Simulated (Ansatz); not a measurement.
C₃H₆SSi (`CC1[SiH2]C1=S`). Charge 0, multiplicity 1.

```xyz
11

C    -0.6120   -0.3970    1.3510
C     0.3597   -0.0069    0.2743
Si    0.3493    1.0686   -1.3002
C     0.4576   -0.7432   -0.9958
S     0.0238   -2.2095   -1.4856
H    -1.5998   -0.5808    0.9238
H    -0.6984    0.3854    2.1071
H    -0.2934   -1.3199    1.8430
H     1.3597    0.2629    0.6423
H    -0.8767    1.5887   -1.9443
H     1.5303    1.9517   -1.4157
```

Task: What are the harmonic wavenumbers in cm⁻¹ at PBE0-D4/def2-TZVP (Ansatz, finite differences of forces, unscaled)? (Best estimate.)

Result: Ansatz gave: 134, 162, 211, 232, 398, 525, 571, 580, 616, 637, 804, 865, 921, 983, 1070, 1144, 1262, 1383, 1400, 1473, 1485, 2245, 2274, 3036, 3051, 3120, 3138.

Task: Is this a minimum?

Result: Yes, all 27 modes are real.

Task: Give the ideal-gas thermochemistry at 298.15 K and 1 bar (rigid rotor, harmonic oscillator; point group C1, symmetry number 1).

Result: Zero-point energy 201.7 kJ/mol; H(298) − E = 221.6 kJ/mol; entropy 337.3 J/(mol·K), of which translation 166.6, rotation 114.3, vibration 56.4; G(298) − E = 121.1 kJ/mol.

Task: And at 400, 500, 600, 800 and 1000 K?

Result: 
```json
{"T (K)": "400", "H − E (kJ/mol)": "233.6", "S (J/mol/K)": "371.7", "G − E (kJ/mol)": "85.0"}
{"T (K)": "500", "H − E (kJ/mol)": "247.5", "S (J/mol/K)": "402.6", "G − E (kJ/mol)": "46.2"}
{"T (K)": "600", "H − E (kJ/mol)": "263.0", "S (J/mol/K)": "430.8", "G − E (kJ/mol)": "4.5"}
{"T (K)": "800", "H − E (kJ/mol)": "297.9", "S (J/mol/K)": "480.8", "G − E (kJ/mol)": "-86.8"}
{"T (K)": "1000", "H − E (kJ/mol)": "336.6", "S (J/mol/K)": "524.0", "G − E (kJ/mol)": "-187.3"}
```
